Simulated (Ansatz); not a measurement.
Geometry optimisation, RKS r2SCAN-D4/def2-SVP (Ansatz).

Input file:

```yaml
crystal:
  periodic: [false, false, false]
  atoms:
    - { symbol: B, position_ang: [0.0, 0.0, 0.0] }
    - { symbol: Cl, position_ang: [0.0, 0.0, 1.86] }
    - { symbol: O, position_ang: [1.2211, 0.0, -0.705] }
    - { symbol: H, position_ang: [1.5209, -0.9519, -0.8599] }
    - { symbol: F, position_ang: [-1.1431, 0.0, -0.66] }
basis:
  gaussian: { orbitals: def2-SVP }
hamiltonian:
  xc: r2scan
  dispersion: d4
relax:
  f_tol: 0.02
  max_steps: 40
```

Run as:

```bash
$ ansatz run input.yaml --threads 1 --pin off --max-ram 2048MiB --backend cpu --events-out ev --progress --plain --runs-dir out
```

**Question.** Where does it end, and by what steps?

**Answer.** The run converged. After 11 steps the energy has fallen by 0.655 eV; H4 moved furthest, 0.56 Å.

```csv
step,energy less start (eV),largest force component (eV/Å),accepted
0,0.0000,1.921,yes
1,-0.1537,1.227,yes
2,-0.2251,0.468,yes
3,-0.2365,0.359,yes
4,-0.2831,0.350,yes
5,-0.3016,2.488,yes
6,-0.5932,0.460,yes
7,-0.6487,0.370,yes
8,-0.6548,0.054,yes
9,-0.6554,0.030,yes
10,-0.6553,0.082,no
11,-0.6555,0.003,yes
```

```xyz
5
Properties=species:S:1:pos:R:3
B -0.048 -0.078 -0.080
Cl 0.140 -0.138 1.682
O 0.954 -0.382 -0.920
H 1.770 -0.631 -0.469
F -1.217 0.278 -0.578
```

Whether the end is a true minimum wasn't checked by a vibrational analysis.

Run time: 48 s on 1 thread of Arm Neoverse V1, on a shared host, peak memory 0.15 GiB.
